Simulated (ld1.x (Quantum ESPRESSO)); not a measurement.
# Before and after: TM potential for Sb

```json
{"Element": "Sb", "Generator": "ld1.x (Quantum ESPRESSO) 7.5", "Type": "norm-conserving Troullier–Martins (Kleinman–Bylander form)", "Functional": "PBE", "Relativity": "scalar-relativistic", "Frozen core": "[Kr] 4d10", "Valence charge": "5", "Reference configuration": "5s2 5p3", "Partial waves": "5s (bound): rc 1.40 bohr; 5p (bound): rc 2.25 bohr; 5d channel at 0.1 Ry: rc 1.80 bohr", "Local potential": "the d channel", "Core correction": "Bessel-smoothed model core inside 1.00 bohr"}
```

Change: wave 5d channel at 0.1 Ry: rc 1.80 bohr becomes 5d channel at 4.12 Ry: rc 1.80 bohr.

Cutoffs: the cutoffs (Ry, on a coarse ladder) from which the occupation-weighted sum of valence levels, in a spherical-Bessel basis at the reference potential, stays within 10 and 1 mRy of its value at 400 Ry; they do not see the model core or the augmentation charge, which bear on the density cutoff. Errors are all-electron minus pseudo energies relative to the spin-unpolarised reference configuration.

Q: How do hardness, ghosts and transferability respond?

A: The potential gets neither clearly harder nor softer (45 Ry and 180 Ry → 45 Ry and 180 Ry); both files keep a bound ghost (p, s); the errors of the 7 common tests hardly move; the range in which the s phases agree widens (upper end 0.9 → 3.4); the range in which the d phases agree widens (upper end 0.2 → at the end of the scan).

```csv
quantity,base,changed
"cutoff, loose",45 Ry,45 Ry
"cutoff, tight",180 Ry,180 Ry
loose cutoff by channel (10 mRy a level),"s 40 Ry, p 10 Ry","s 40 Ry, p 6 Ry"
bound ghosts,"s, p","s, p"
"error for 5s2 5p2, meV [ΔE 8.32 eV]",-6.3,-7.1
"error for 5s2 5p1, meV [ΔE 24.28 eV]",-40,-45
"error for 5s2 5p0, meV [ΔE 48.70 eV]",-143,-161
"error for 5s2 5p3.3, meV [ΔE -1.16 eV]",+0.1,+0.1
"error for 5s1 5p3, meV [ΔE 17.05 eV]",-42,-46
"error for 5s0 5p5, meV [ΔE 16.43 eV]",-113,-118
"error for 5s2 5p2.5, meV [ΔE 3.26 eV]",-1.4,-1.6
s: phases at 2.46 bohr within 0.05 rad from the reference energy up to (Ry; the scan ends near 5),0.9,3.4
p: phases at 2.46 bohr within 0.05 rad from the reference energy up to (Ry; the scan ends near 5),to the end of the scan,to the end of the scan
d: phases at 2.46 bohr within 0.05 rad from the reference energy up to (Ry; the scan ends near 5),0.2,to the end of the scan
```

 A true bound ghost makes a file unfit for plane-wave use even where its test errors are small: the radial tests pick states by their node count and pass the ghost by.
